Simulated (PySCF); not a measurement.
AlGeH₅O₂S, SMILES [OH][Al]([OH])[S][GeH3]. Atoms are numbered in the order given.

```xyz
10

Ge    -0.1685    -1.7321     0.0000
S      1.3078    -0.0169     0.0000
Al    -0.1152     1.6267     0.0000
O      0.3304     3.2651     0.0000
O     -1.7539     1.1786     0.0000
H     -1.0392    -1.6954    -1.2674
H     -1.0392    -1.6954     1.2674
H      0.7181    -2.9929     0.0000
H      1.2253     3.6148     0.0000
H     -2.5103     1.7710     0.0000
```

Geometry: B3LYP-D3(BJ)/def2-SVP. The structure was generated by enumeration; whether it is a known compound was not checked. Other conformers were not sampled.

Level of theory: PBE/def2-TZVP run with PySCF.

Isolated molecule, no solvent.

```json
{
 "total_energy": "-2870.56206 hartree",
 "point_group": "Cs",
 "highest_occupied_level": "-6.22 eV",
 "lowest_empty_level": "-1.44 eV",
 "orbital_gap": "4.78 eV",
 "dipole_moment": "0.188 e·Å",
 "quadrupole, principal values (traceless, Buckingham form, about the centre of nuclear charge)": "-2.72, -1.65, 4.38 D·Å",
 "mean_static_polarisability": "83.5 bohr³ (12.38 Å³)",
 "polarisability_principal_values": "65.6, 80.5, 104.5 bohr³"
}
```
